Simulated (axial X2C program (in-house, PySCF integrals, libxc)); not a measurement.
What spin–orbit coupling does to InS

All values were computed with an in-house relativistic program for diatomic molecules. Spin-free means the one-electron spin-free X2C Hamiltonian; two-component (2c) means X2C with spin–orbit coupling and atomic mean-field two-electron Coulomb and Gaunt terms, so the difference of the two also holds small scalar two-electron terms. Basis: In dyall-cv3z [11s12p9d4f1g], S dyall-av3z [9s8p3d2f] (cores contracted in-house); Gaussian nuclei, density fitting, unrestricted open shells. Masses: In 114.904 u, S 31.972 u.

Spin-free state: M_S = 1/2, Λ = 0 (beyond evenly filled blocks: σα); fragments In + S.

```tsv
level	Re (Å)	ωe (cm⁻¹)	De (eV)	μ (D)
BHandHLYP	2.303	344.2	2.846	-4.47
```

Dipoles are positive if S is the positive end.

Two-component determinant lowest at the distance of the search:

Ω = 1/2 (⟨Sz⟩ = 0.50, ⟨Lz⟩ = 0.00 at BHandHLYP); fragments In + S.

```tsv
level	Re (Å)	ωe (cm⁻¹)	μ (D)
BHandHLYP	2.303	344.7	-4.46
```

(1) From the two tables, how do the constants change at the BHandHLYP level (2c against spin-free)?

The state is a single determinant with fixed occupations, the lowest that a limited PBE0 search found. De is counted from the lowest determinant-based energies of the atoms at the same level, without counterpoise correction. De is not given where an atomic determinant may have missed its ground term or J level, or where the truncated virtual space spoils (T). Density functionals use the spin component along the axis (collinear). Other states lie close and PBE0, whose exact exchange favours high spin, may order them wrongly; the determinant shown need not be the ground state. The nearest other spin-free determinant of the search, M_S = 1/2, Λ = 1, lies 0.38 eV up at the distance of the search. Without a current term, density functionals place determinants with orbital angular momentum somewhat too high.

## Answers

(1) At the BHandHLYP level Re is unchanged within 0.001 Å and ωe rises by 0.5 cm⁻¹.
